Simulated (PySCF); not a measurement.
Problem. Give a GFN2-xTB geometry of `F[C@@H]1CC[C@]2(F)C[C@H]12`.

Solution. 
Z-matrix in Å and degrees, rows numbered from 1:
```
F 
C   1  1.3823
C   2  1.5389  1  110.03
C   3  1.5327  2  106.37  1  -145.23
C   4  1.5120  3  104.14  2    25.39
F   5  1.3644  4  115.48  3  -158.58
C   5  1.4895  4  119.64  3    49.41
C   5  1.4985  4  109.73  3   -17.51
H   2  1.0962  1  105.59  3   121.80
H   3  1.0904  2  107.90  1   -26.40
H   3  1.0881  2  111.79  1    92.15
H   4  1.0901  3  112.32  2   147.31
H   4  1.0918  3  111.23  2   -91.05
H   7  1.0781  5  119.52  8   109.14
H   7  1.0791  5  116.90  8  -106.11
H   8  1.0787  2  118.46  1   -82.82
```

The 7 C–C bonds span 1.490 Å (C5–C7, drawn single) to 1.539 Å (C2–C3, drawn single), a spread of 0.049 Å. The 3-membered ring C5–C7–C8 has internal angles of 59.3° to 60.8°. Of the pairs four or more bonds apart, C3···H14 is among the closest relative to their van der Waals radii: 2.77 Å, 95 % of the sum of Bondi's values. The 5-membered ring C2–C3–C4–C5–C8 has internal angles of 104.1° to 109.7°; it is puckered, 0.11 Å rms from its mean plane, widest ring torsion 25°.

The geometry is computed with GFN2-xTB (gas phase).

Point group: C1 (no symmetry element, even within 0.4 Å). No frequency check. One conformer, not necessarily the lowest (F1–C2–C3–C4 -145°, C2–C3–C4–C5 25°, C3–C4–C5–F6 -159°, C4–C5–C7–C8 -97°).
